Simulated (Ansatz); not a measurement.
All values below come from Ansatz (a first-principles code) with frozen-core CCSD(T)/cc-pVTZ // M06-2X/def2-TZVP.

Ansatz 0.2 input:
```yaml
crystal:
  periodic: [false, false, false]
  atoms:
    - { symbol: O, position_ang: [-0.899555, 0.13169, 1.333531] }
    - { symbol: Si, position_ang: [-0.007094, 0.001424, -0.007374] }
    - { symbol: O, position_ang: [1.562543, 0.0235, 0.37631] }
    - { symbol: O, position_ang: [-0.364313, -1.377337, -0.77089] }
    - { symbol: Cl, position_ang: [-0.421309, 1.588231, -1.250707] }
    - { symbol: H, position_ang: [-0.847056, 0.934076, 1.856501] }
    - { symbol: H, position_ang: [2.217696, 0.019112, -0.324259] }
    - { symbol: H, position_ang: [-1.247971, -1.504668, -1.121606] }
basis:
  gaussian: { orbitals: cc-pVTZ }
correlation:
  method: ccsd_t
```

Output:

```
Functional definition: HF
1192 factors; integrals over basis functions are off by at most 1.3e-3 eV
mean field evaluation 1: about -26529.3918 eV, gradient 5.4e1 eV
mean field evaluation 2: about -26529.6477 eV, gradient 5.5e1 eV
mean field evaluation 4: about -26534.5068 eV, gradient 2.8e0 eV
mean field evaluation 8: about -26534.5477 eV, gradient 1.9e-1 eV
mean field evaluation 16: about -26532.5523 eV, gradient 3.3e1 eV
mean field -26534.54782971 eV, -975.1266469792 hartree, gradient 2.9e-6 eV, S^2 0.000000; 0 other end points of the search recorded, 0 dependent functions left out
13 core orbitals not correlated
reference -26534.54782971 eV, -975.1266469792 hartree; 16, 16 occupied and 171, 171 virtual orbitals, 1192 factors
second order -27.79465524 eV of doubles, -0.00000000 eV of singles
cycle   1  -27.77282663 eV  change    2.2e-2 eV  update   9.5e-2
cycle   2  -28.30634279 eV  change   -5.3e-1 eV  update   2.6e-2
cycle   3  -28.42080694 eV  change   -1.1e-1 eV  update   1.2e-2
cycle   4  -28.40459349 eV  change    1.6e-2 eV  update   2.5e-3
cycle   5  -28.40430845 eV  change    2.9e-4 eV  update   1.1e-3
cycle   6  -28.40484870 eV  change   -5.4e-4 eV  update   2.8e-4
cycle   7  -28.40465276 eV  change    2.0e-4 eV  update   1.0e-4
cycle   8  -28.40460893 eV  change    4.4e-5 eV  update   2.9e-5
cycle   9  -28.40461654 eV  change   -7.6e-6 eV  update   1.1e-5
perturbative correction -1.03440700 eV, -0.0380137559 hartree
Total energy: -26563.98685324 eV, -976.2085111397 hartree
```

Cost: around 2.0 core-minutes (rough).
